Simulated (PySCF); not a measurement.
## Be₄⁻, quartet: data card

All numbers come from UPBE0/[Be def2-TZVPD], no relativity, density fitting, PySCF.

The structure is a higher-order saddle point with 2 imaginary modes.

Z-matrix (Å, degrees; charge -1 multiplicity 4):
```
Be
Be 1 2.0180
Be 2 2.0180 1 90.00
Be 1 2.0180 2 90.00 3 0.00
```

* Point group: D4h
* Bond lengths: Be–Be 2.018 Å (×4)
* Bond angles: Be–Be–Be 90.0° (×4)
* Lowest empty level (β): 1.68 eV
* Principal quadrupole moments (Buckingham, traceless) about the centre of mass: -4.35, -4.35, 8.71 D Å
* Rotational constants: 0.4593, 0.4593, 0.2297 cm⁻¹
* Zero-point energy (real modes): 15.3 kJ/mol
* Highest occupied level (α): -0.22 eV
* Principal polarisabilities: 127.2, 290.5, 290.5 bohr³
* Dipole moment about the centre of mass: 0.00 D
* Spin squared ⟨S²⟩: 3.753

Harmonic modes (masses in u: Be 9.012):
```csv
symmetry,ω (cm⁻¹),"IR (km/mol, summed over degenerate members)",μ (u)
b1g,310i,–,9.01
b2u,84i,–,9.01
eu,618,1.5,9.01
a1g,628,0.0,9.01
b2g,689,0.0,9.01
```

In D4h the vibrations span b1g + b2u + eu + a1g + b2g. The a1g, b1g, b2g, b2u modes carry no infrared intensity, as symmetry demands. With a centre of inversion only u modes can be infrared active and only g modes Raman active.

Charges (e); Mulliken and Löwdin values are unreliable with diffuse functions:
```tsv
atom	Mulliken	Löwdin	polar tensor	spin (Mulliken)	Mayer order to Be1
Be1	-0.25	-0.25	-0.25	0.75	–
Be2,4	-0.25	-0.25	-0.25	0.75	1.11
Be3	-0.25	-0.25	-0.25	0.75	0.50
```
Other Mayer orders above 0.3: Be–Be 0.50, Be–Be 1.11 (×2).

Mulliken populations on Be1: s 3.03, p 1.19, d 0.03.

Outer orbital energies (eV). α occupied: -6.38, -2.58, -2.58, -0.58, -0.41, -0.22; empty: 1.89, 2.86, 2.86, 3.11. β occupied: -5.13, -1.34, -1.34; empty: 1.68, 1.72, 2.02, 2.58.

Only a few start shapes were tried, so a lower isomer may exist. The lowest empty level of this anion is unbound, so it and the gap depend on the basis. At this level a doublet minimum of Td symmetry lies 158 kJ/mol below this structure.

The final relaxation and frequency run took about 110 core-seconds on a shared host.
